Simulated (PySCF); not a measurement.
**Basis-set dependence of population analyses: `CS[Si@@H](N)P`**

Compound: CH₈NPSSi.
Structure used (PBE0-D3(BJ)/def2-SVP), in Å, numbered top down from 1:
```
atom  x, y, z in Å
C1    -1.8981   -0.9777   -0.4554
S2    -0.7046   -0.4914   -1.7463
Si3    0.7521    0.4692   -0.5110
N4     0.0188    1.7098    0.4402
P5     1.5734   -1.0151    0.9905
H6    -2.8557   -1.1774   -0.9539
H7    -2.0267   -0.1597    0.2672
H8    -1.5657   -1.8852    0.0673
H9     1.7754    0.9302   -1.5002
H10    0.3110    1.8879    1.3936
H11   -0.3787    2.5347    0.0049
H12    2.6454   -0.1640    1.4093
H13    2.3650   -1.6750    0.0028
```

PBE0 throughout (PySCF), one geometry, spherical d and f functions. Geometry: PBE0-D3(BJ)/def2-SVP, one conformer, isolated molecule. Atoms taken as equivalent share a column and are averaged. The first 7 of 9 kinds of atom are listed.

Mulliken charges (e):

```json
{"basis": "STO-3G", "functions": "45", "C1": "-0.318", "S2": "-0.050", "Si3": "+0.531", "N4": "-0.591", "P5": "+0.133", "H6/H7/H8": "+0.084", "H9": "-0.127"}
{"basis": "6-31G", "functions": "73", "C1": "-0.758", "S2": "-0.064", "Si3": "+0.690", "N4": "-1.013", "P5": "-0.134", "H6/H7/H8": "+0.224", "H9": "-0.095"}
{"basis": "pcSseg-0", "functions": "73", "C1": "-0.904", "S2": "-0.228", "Si3": "+0.837", "N4": "-1.040", "P5": "-0.363", "H6/H7/H8": "+0.285", "H9": "-0.028"}
{"basis": "6-31G*", "functions": "98", "C1": "-0.701", "S2": "-0.123", "Si3": "+0.560", "N4": "-0.924", "P5": "-0.233", "H6/H7/H8": "+0.224", "H9": "-0.060"}
{"basis": "cc-pVDZ", "functions": "122", "C1": "-0.197", "S2": "-0.205", "Si3": "+0.341", "N4": "-0.304", "P5": "-0.156", "H6/H7/H8": "+0.085", "H9": "-0.044"}
{"basis": "def2-SVP", "functions": "122", "C1": "-0.180", "S2": "-0.285", "Si3": "+0.472", "N4": "-0.404", "P5": "-0.146", "H6/H7/H8": "+0.091", "H9": "-0.060"}
{"basis": "aug-cc-pVDZ", "functions": "199", "C1": "+0.299", "S2": "-0.198", "Si3": "+0.603", "N4": "-0.298", "P5": "-1.006", "H6/H7/H8": "-0.155", "H9": "+0.319"}
{"basis": "6-311+G(2d,p)", "functions": "207", "C1": "-0.561", "S2": "-0.085", "Si3": "+0.688", "N4": "-0.843", "P5": "-0.355", "H6/H7/H8": "+0.183", "H9": "-0.037"}
{"basis": "def2-TZVP", "functions": "221", "C1": "-0.351", "S2": "-0.215", "Si3": "+0.369", "N4": "-0.627", "P5": "-0.272", "H6/H7/H8": "+0.150", "H9": "-0.026"}
{"basis": "cc-pVTZ", "functions": "274", "C1": "-0.286", "S2": "-0.202", "Si3": "+0.319", "N4": "-0.347", "P5": "-0.176", "H6/H7/H8": "+0.118", "H9": "-0.046"}
{"basis": "IGLO-III", "functions": "282", "C1": "-0.512", "S2": "-0.267", "Si3": "+0.851", "N4": "-0.650", "P5": "-0.053", "H6/H7/H8": "+0.161", "H9": "-0.157"}
{"basis": "pcSseg-2", "functions": "313", "C1": "-0.128", "S2": "-0.214", "Si3": "+0.497", "N4": "-0.573", "P5": "-0.071", "H6/H7/H8": "+0.074", "H9": "-0.076"}
```

IAO charges (e):

| basis | functions | C1 | S2 | Si3 | N4 | P5 | H6/H7/H8 | H9 |
| --- | --- | --- | --- | --- | --- | --- | --- | --- |
| STO-3G | 45 | -0.488 | -0.059 | +0.637 | -0.690 | +0.036 | +0.131 | -0.120 |
| 6-31G | 73 | -0.514 | -0.173 | +0.643 | -0.815 | -0.151 | +0.171 | -0.094 |
| pcSseg-0 | 73 | -0.506 | -0.175 | +0.643 | -0.786 | -0.176 | +0.169 | -0.096 |
| 6-31G* | 98 | -0.496 | -0.185 | +0.765 | -0.838 | -0.128 | +0.160 | -0.135 |
| cc-pVDZ | 122 | -0.491 | -0.183 | +0.764 | -0.831 | -0.137 | +0.158 | -0.137 |
| def2-SVP | 122 | -0.483 | -0.181 | +0.770 | -0.823 | -0.132 | +0.155 | -0.143 |
| aug-cc-pVDZ | 199 | -0.500 | -0.190 | +0.772 | -0.861 | -0.145 | +0.162 | -0.133 |
| 6-311+G(2d,p) | 207 | -0.508 | -0.187 | +0.795 | -0.872 | -0.135 | +0.163 | -0.141 |
| def2-TZVP | 221 | -0.510 | -0.186 | +0.807 | -0.871 | -0.136 | +0.163 | -0.145 |
| cc-pVTZ | 274 | -0.508 | -0.188 | +0.798 | -0.865 | -0.142 | +0.163 | -0.142 |
| IGLO-III | 282 | -0.511 | -0.181 | +0.799 | -0.874 | -0.132 | +0.162 | -0.144 |
| pcSseg-2 | 313 | -0.510 | -0.185 | +0.800 | -0.873 | -0.136 | +0.163 | -0.143 |

Hirshfeld charges (e):

| basis | functions | C1 | S2 | Si3 | N4 | P5 | H6/H7/H8 | H9 |
| --- | --- | --- | --- | --- | --- | --- | --- | --- |
| STO-3G | 45 | -0.049 | -0.109 | +0.380 | -0.324 | +0.061 | +0.015 | -0.095 |
| 6-31G | 73 | -0.095 | -0.141 | +0.288 | -0.312 | -0.038 | +0.046 | -0.076 |
| pcSseg-0 | 73 | -0.106 | -0.122 | +0.318 | -0.314 | -0.026 | +0.038 | -0.086 |
| 6-31G* | 98 | -0.092 | -0.139 | +0.267 | -0.298 | -0.043 | +0.046 | -0.080 |
| cc-pVDZ | 122 | -0.112 | -0.108 | +0.286 | -0.300 | -0.025 | +0.042 | -0.089 |
| def2-SVP | 122 | -0.116 | -0.099 | +0.288 | -0.305 | -0.020 | +0.041 | -0.092 |
| aug-cc-pVDZ | 199 | -0.131 | -0.095 | +0.296 | -0.318 | -0.021 | +0.044 | -0.083 |
| 6-311+G(2d,p) | 207 | -0.123 | -0.098 | +0.288 | -0.312 | -0.019 | +0.044 | -0.084 |
| def2-TZVP | 221 | -0.124 | -0.098 | +0.287 | -0.313 | -0.025 | +0.044 | -0.085 |
| cc-pVTZ | 274 | -0.124 | -0.101 | +0.290 | -0.312 | -0.025 | +0.045 | -0.085 |
| IGLO-III | 282 | -0.134 | -0.082 | +0.291 | -0.317 | -0.013 | +0.042 | -0.085 |
| pcSseg-2 | 313 | -0.131 | -0.097 | +0.298 | -0.319 | -0.022 | +0.045 | -0.086 |

Some averages cover members that differ in this geometry, most widely: H6/H7/H8, Mulliken in aug-cc-pVDZ -0.187 to -0.114; H6/H7/H8, Mulliken in 6-311+G(2d,p) +0.173 to +0.199 e.

Task: Which scheme is steadiest as the basis changes?

Result: Largest range over the bases for any column: Hirshfeld 0.11 e, IAO 0.21 e, Mulliken 1.20 e. Hirshfeld charges move least and Mulliken charges most, counted in e. Without the minimal STO-3G basis the ranges are Hirshfeld 0.06, IAO 0.16, Mulliken 1.20 e.

Task: How much do the charges still move between the two largest bases, IGLO-III and pcSseg-2?

Result: At most, over all atoms: Mulliken 0.384 e, IAO 0.005 e, Hirshfeld 0.015 e.

Task: What do the same runs give for the total energy, the frontier levels and the dipole moment?

Result: 
```json
{"basis": "STO-3G", "energy (Eh)": "-1113.4412", "HOMO (eV)": "-3.01", "LUMO (eV)": "5.71", "μ (D)": "1.83"}
{"basis": "6-31G", "energy (Eh)": "-1126.0733", "HOMO (eV)": "-6.67", "LUMO (eV)": "0.56", "μ (D)": "2.74"}
{"basis": "pcSseg-0", "energy (Eh)": "-1124.8003", "HOMO (eV)": "-6.85", "LUMO (eV)": "0.51", "μ (D)": "2.87"}
{"basis": "6-31G*", "energy (Eh)": "-1126.1949", "HOMO (eV)": "-6.62", "LUMO (eV)": "0.54", "μ (D)": "2.47"}
{"basis": "cc-pVDZ", "energy (Eh)": "-1126.2623", "HOMO (eV)": "-6.59", "LUMO (eV)": "0.61", "μ (D)": "2.24"}
{"basis": "def2-SVP", "energy (Eh)": "-1125.8669", "HOMO (eV)": "-6.60", "LUMO (eV)": "0.64", "μ (D)": "2.25"}
{"basis": "aug-cc-pVDZ", "energy (Eh)": "-1126.2802", "HOMO (eV)": "-6.74", "LUMO (eV)": "-0.42", "μ (D)": "2.01"}
{"basis": "6-311+G(2d,p)", "energy (Eh)": "-1126.3282", "HOMO (eV)": "-6.75", "LUMO (eV)": "-0.27", "μ (D)": "2.03"}
{"basis": "def2-TZVP", "energy (Eh)": "-1126.3398", "HOMO (eV)": "-6.73", "LUMO (eV)": "0.18", "μ (D)": "2.07"}
{"basis": "cc-pVTZ", "energy (Eh)": "-1126.3478", "HOMO (eV)": "-6.72", "LUMO (eV)": "0.27", "μ (D)": "2.11"}
{"basis": "IGLO-III", "energy (Eh)": "-1126.3384", "HOMO (eV)": "-6.67", "LUMO (eV)": "0.13", "μ (D)": "1.93"}
{"basis": "pcSseg-2", "energy (Eh)": "-1126.3614", "HOMO (eV)": "-6.78", "LUMO (eV)": "-0.03", "μ (D)": "2.10"}
```

The dipole is fixed by the density alone, so its range of 1.04 D shows that the density itself changes with the basis, not only its division among atoms.
